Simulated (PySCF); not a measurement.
**Successive ionisation energies of indium**

Calculated with PySCF 2.14, two-component X2C-1e (Gaussian nucleus, no Breit or QED terms), each ion in its own even-tempered basis; GMP2 freezes the deep shells of the larger ions and drops the highest virtual spinors; eV.

```tsv
ion	configuration	GHF (spin-free)	GHF (screened spin-orbit)	GMP2 (screened spin-orbit)	NIST	kind
In³⁷⁺	[Ne] 3s2	2548.9	2548.9	2552.3	2555 ± 3	semi-empirical
In³⁸⁺	[Ne] 3s1	2628.8	2628.7	2629.4	2628.77 ± 0.08	semi-empirical
In³⁹⁺	[Ne]	6192.0	6122.8	6124.3	6126 ± 3	semi-empirical
In⁴⁰⁺	[He] 2s2 2p5	6392.4	6328.7	6330.2	6331 ± 10	semi-empirical
In⁴¹⁺	[He] 2s2 2p4	6595.4	6556.0	6555.7	6554 ± 13	semi-empirical
In⁴²⁺	[He] 2s2 2p3	6868.4	6769.9	6769.4	6770 ± 50	semi-empirical
In⁴³⁺	[He] 2s2 2p2	7077.7	7213.3	7215.7	7196 ± 8	semi-empirical
In⁴⁴⁺	[He] 2s2 2p1	7290.0	7454.5	7452.9	7442 ± 6	semi-empirical
In⁴⁵⁺	[He] 2s2	7754.3	7754.3	7760.6	7754 ± 7	semi-empirical
In⁴⁶⁺	[He] 2s1	7959.2	7959.2	7959.4	7953.1	theoretical
In⁴⁷⁺	1s2	32888.3	32888.3	32889.8	32837.6	theoretical
In⁴⁸⁺	1s1	33782.3	33782.3	33782.3	33750.4	theoretical
```

**Question.** Where is the largest relative jump?

**Answer.** From In⁴⁶⁺ to In⁴⁷⁺: 7959.4 to 32889.8 eV, where the electron removed from 1s2 comes from a deeper shell or subshell.
